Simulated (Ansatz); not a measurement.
Molecule: C4H3N2, charge 0, multiplicity 2. It need not be the lowest isomer of its formula. 
Structure (B3LYP-D3(BJ)/def2-TZVP (Ansatz, a quantum-chemistry and plane-wave program) minimum search):
```xyz
9

C     -0.0095    -1.3225    -0.0236
N      1.1781    -0.7892    -0.0507
C      1.1903     0.5524    -0.0269
C      0.0092     1.2810     0.0228
C     -1.1822     0.5682     0.0468
N     -1.1894    -0.7735     0.0228
H      2.1599     1.0368    -0.0481
H      0.0170     2.3617     0.0421
H     -2.1448     1.0655     0.0856
```
Charge 0, spin multiplicity 2.

Atomisation energy built up term by term with Ansatz (kcal/mol; UHF references for open shells; valence terms freeze the core; atomic spin-orbit terms are left out). Basis-set limits of correlation are two-point, X^-3; Hartree-Fock from the larger set.

The UHF reference is spin-contaminated (<S^2> 0.49 over the pure value in the largest basis). 

```json
[
 {"term": "Hartree-Fock", "basis": "cc-pVQZ", "kcal/mol": "674.58"},
 {"term": "CCSD correlation", "basis": "CBS(cc-pVTZ,cc-pVQZ)", "kcal/mol": "284.96"},
 {"term": "(T)", "basis": "CBS(cc-pVTZ,cc-pVQZ)", "kcal/mol": "29.05"},
 {"term": "core correlation", "basis": "cc-pwCVTZ", "kcal/mol": "5.52"},
 {"term": "scalar relativity (X2C)", "basis": "cc-pVTZ-DK against cc-pVTZ", "kcal/mol": "-1.04"},
 {"term": "sum: De", "basis": "", "kcal/mol": "993.1"}
]
```

(T) makes 2.9 % of the CCSD(T) atomisation energy; under 5 % is typical of single-reference molecules.
